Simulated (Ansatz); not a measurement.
Reaction (substitution at a C–Si bond): `C[Si](C)(F)S` + `CNB[SiH3]` → `CN(C)B[SiH3]` + `C[SiH](F)S`

Calculated with Ansatz (gas phase, PBE0-D4/def2-TZVP geometries, no zero-point term in ΔE). CCSD(T)/CBS adds triple-zeta CCSD(T) − MP2 to the extrapolated MP2 energy (def2 sets, frozen cores). DFT in def2-TZVPP. B3LYP here is the variant with VWN-RPA as its local correlation; programs differ in this. Each species was taken in one conformer, which may not be the lowest.

| level | ΔE (kJ/mol) |
| --- | --- |
| PBE-D4 | 71.2 |
| B3LYP-D4 | 72.1 |
| ωB97M-V | 75.8 |
| B3LYP | 73.2 |
| SCS-MP2/def2-TZVPP | 69.1 |
| HF/CBS(def2) | 74.4 |
| MP2/CBS(def2) | 74.5 |
| CCSD/CBS(def2) | 73.9 |

Question: What does CCSD(T)/CBS give? (An estimate is asked.)

Answer: Ansatz gave: +72.5 kJ/mol. The listed levels differ from it by -1.3, -0.4, 3.3, 0.7, -3.4, 1.9, 2.0, 1.4 kJ/mol.

Largest T1 diagnostic among the species: 0.014.
